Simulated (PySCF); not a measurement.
How good is the calculation?

Cartesian coordinates in Å; atom numbers follow the order of the lines, from 1:
```xyz
14

C    -0.2942    1.4631    0.1372
C    -0.3192    0.0730   -0.4434
C    -1.1050   -0.9543    0.3290
S     1.4049   -0.5117   -0.4683
O     1.4770   -1.8712   -0.8987
O     2.2610    0.4447   -1.0935
Cl    1.8945   -0.5114    1.5102
H     0.4515    2.0617   -0.3814
H    -1.2655    1.9429    0.0317
H    -0.0384    1.4275    1.1940
H    -0.5763    0.0760   -1.5028
H    -0.8120   -0.9415    1.3766
H    -0.9061   -1.9441   -0.0755
H    -2.1729   -0.7552    0.2631
```

The experiment to reproduce: δ 13C C2 67.6; C1/C3 17.1 ppm (measured; solution, not stated per compound (mostly CDCl3 or CCl4); Pretsch, Buehlmann, Badertscher, Structure Determination of Organic Compounds, 4th ed. (2009)).

Method: shielding tensors at PBE0/pcSseg-1 (GIAO), structure optimised with GFN2-xTB, in PySCF 2.14 (isolated molecule, rapidly exchanging positions averaged, non-relativistic, single conformer).

**Question.** What does the calculation give, and how does it compare?

**Answer.** 
Reference values: measured (solution, not stated per compound (mostly CDCl3 or CCl4); Pretsch, Buehlmann, Badertscher, Structure Determination of Organic Compounds, 4th ed. (2009)).
```json
{"atoms": "C2", "quantity": "δ 13C", "reference": "67.6", "computed": "72.0", "computed, scaled": "68.0"}
{"atoms": "C1/C3", "quantity": "δ 13C", "reference": "17.1", "computed": "17.7", "computed, scaled": "15.0"}
```

Computed shifts are σ(ref) − σ with the named reference compound (TMS for H and C) calculated as an isolated molecule at the same level. The measured values may be among those fitted. Expected solution values come from regression of measured δ (H and C: mostly CDCl3, vs TMS) on computed σ: 13C (scatter 2.1 ppm rms, 2.3 ppm with the 13 outliers that the fit left out). A few per cent of atoms miss by over 2 rms, more outside the fitted compound classes.

**Question.** How far are the unscaled 13C shifts from the references?

**Answer.** Mean signed difference +2.50 ppm, mean absolute 2.50 ppm over 2 comparisons; the largest is +4.4 ppm at C2 (sp3 CH bonded to S).
